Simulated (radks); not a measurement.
Results of a calculation; reference values are marked as such.
Ionisation of Cl+, [Ne] 3s2 3p4, to Cl2+, [Ne] 3s2 3p3, under several functionals. Non-relativistic Kohn-Sham, spin-unpolarised, spherical densities, point nucleus; a radial shooting solver on a logarithmic mesh with Libxc functionals.

| functional | E(Cl+) (hartree) | Exc (hartree) | IE (eV) | -e(HOMO) (eV) | <r> HOMO (bohr) | IE error (eV) |
|---|---|---|---|---|---|---|
| Tao-Mo meta-GGA | -459.50403 | -27.65886 | 25.442 | 19.429 | 1.705 | +1.628 |
| exchange-only PBE | -458.84191 | -26.97331 | 24.403 | 18.414 | 1.721 | +0.589 |
| PBE | -459.45213 | -27.60227 | 25.459 | 19.438 | 1.707 | +1.645 |
| TPSS | -459.65287 | -27.81236 | 25.554 | 19.541 | 1.705 | +1.740 |
| BP86 | -459.68228 | -27.83876 | 25.545 | 19.524 | 1.704 | +1.731 |
| TASK exchange with Perdew-Wang LDA correlation | -459.42658 | -27.58779 | 26.095 | 20.137 | 1.698 | +2.281 |
| PBEsol | -458.76638 | -26.89634 | 25.410 | 19.393 | 1.706 | +1.596 |
| revPBE | -459.55969 | -27.71455 | 25.436 | 19.413 | 1.706 | +1.622 |

NIST Atomic Spectra Database: 23.814 eV (measured). Closest: exchange-only PBE. The Delta-SCF values span 1.69 eV, the total energies 0.92 hartree. The highest occupied level is 3p. Spin polarisation and multiplet splitting are left out, so open shells lie too high by an amount that depends on their filling.

Beside tabulated values, note that spin-unpolarised runs miss the spin-polarisation part of the exchange energy of open shells.
